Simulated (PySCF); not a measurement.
Correlation energy of Ti²⁺ (titanium, charge +2)

[Ar] 3d1 4p1, one real determinant (an excited configuration). All numbers are calculated (PySCF 2.14, the non-relativistic Hamiltonian (point nucleus), in def2-TZVPPD (6s6p4d2f1g, 67 functions)). Frozen: [Ar]; 2 electrons correlated.

With two correlated electrons CCSD is exact within the correlated space (frozen core and kept virtual orbitals).

```json
{"level": "CCSD", "correlation energy (mhartree)": "-2.81"}
```

Diagnostics: T1 = 0.0022, D1 = 0.0039, largest double amplitude 0.076.

Question: Is a single reference adequate?

Answer: Mostly. T1 lies below 0.03, but a double amplitude of this size points to a near-degeneracy that CCSD handles and MP2 describes poorly.

The reference is one real determinant that mixes LS terms of this configuration.
